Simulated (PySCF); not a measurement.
ClFH₄SSi₂, SMILES [SiH2](F)S[SiH2]Cl. Atoms are numbered in the order given.

```xyz
9

Si    -1.8378     0.0338    -0.1594
F     -2.4674     0.7944     1.1470
S     -0.1138     1.0838    -0.9054
Si     1.3302     0.2504     0.4653
Cl     1.8920    -1.6762    -0.0812
H     -1.4538    -1.3478     0.2713
H     -2.8543     0.0587    -1.2551
H      0.7493     0.1747     1.8443
H      2.5297     1.1411     0.4004
```

Coordinates come from a PBE-D3(BJ)/def2-SVP optimisation. The structure was generated by enumeration, and PubChem lists no compound with its InChIKey, so it may never have been made. The values are those of a single conformer.

Two levels are set side by side: PBE/pcSseg-1 (PySCF) and PBE0/pcSseg-1 (PySCF). GIAO shifts against CFCl3 (¹⁹F), H2S (³³S), HCl (³⁵Cl), TMS (²⁹Si), TMS (¹H) at the same level; non-relativistic, no solvent, atoms listed together averaged. Without spin–orbit terms, shifts of atoms bonded to Cl or Br come out too high at both levels. Differences are taken from unrounded values.

```csv
quantity,PBE0
δ(²⁹Si) of Si1 (ppm),8.4
δ(¹⁹F) of F2 (ppm),-190.9
δ(³³S) of S3 (ppm),67.3
δ(²⁹Si) of Si4 (ppm),5.9
δ(³⁵Cl) of Cl5 (ppm),28.5
"δ(¹H) of H6, H7 (ppm)",6.05
"δ(¹H) of H8, H9 (ppm)",6.19
```

Q: What does PBE give, and how far is it from PBE0? (An estimate is asked for; the answer gives what the named calculation found.)

A: 
| quantity | PBE | PBE minus PBE0 |
|---|---|---|
| δ(²⁹Si) of Si1 (ppm) | 10.0 | 1.6 |
| δ(¹⁹F) of F2 (ppm) | -207.4 | -16.5 |
| δ(³³S) of S3 (ppm) | 96.5 | 29.2 |
| δ(²⁹Si) of Si4 (ppm) | 7.1 | 1.2 |
| δ(³⁵Cl) of Cl5 (ppm) | 48.7 | 20.2 |
| δ(¹H) of H6, H7 (ppm) | 6.28 | 0.23 |
| δ(¹H) of H8, H9 (ppm) | 6.39 | 0.21 |

Rough cost on one machine, each run with all the roots and properties that it gave: PBE0 against PBE within a factor of 2.
